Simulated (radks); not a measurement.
The numbers below are computed, except where a source is named.
Q: The table gives one normalised radial function P(r) = r R(r) of Pd3+ in [Kr] 4d7 (r in bohr). Code: a radial shooting solver on a logarithmic mesh with Libxc functionals. Model: scalar-relativistic Kohn-Sham, OLYP, spin-polarised, spherical densities, finite nucleus; open shells are filled with parallel spins first (spin-orbit coupling, left out, can overturn this in heavy ions); Fermi nuclear charge, rms radius 4.5318 fm.

r         P
0.001417   0.0000
0.001845   0.0000
0.002403   0.0000
0.003129   0.0001
0.004074   0.0002
0.005305   0.0004
0.006908   0.0009
0.008995   0.0018
0.01171    0.0038
0.01525    0.0077
0.02002    0.0161
0.02607    0.0321
0.03394    0.0627
0.0442     0.1186
0.05755    0.2160
0.07494    0.3746
0.09758    0.6109
0.1271     0.9238
0.1654     1.2739
0.2154     1.5724
0.2805     1.6993
0.3653     1.5682
0.4756     1.1984
0.6193     0.7296
0.8064     0.3390
1.05       0.1126
1.367      0.0247
1.78       0.0032
2.318      0.0002
3.019      0.0000
3.931      0.0000

Which n and l does it have? It may be an empty orbital.

A: n = 3, l = 2: the number of nodes gives n - l - 1 = 0, the rise at small r (about r^(l+1), flatter next to the nucleus through relativity) gives l, and the extent must fit the shell. The curve is that of 3d down; the table hardly tells the two spins apart. 3d down: eigenvalue -368.35 eV, 0 radial nodes, <r> = 0.357 bohr, 90 % of the charge inside 0.565 bohr.
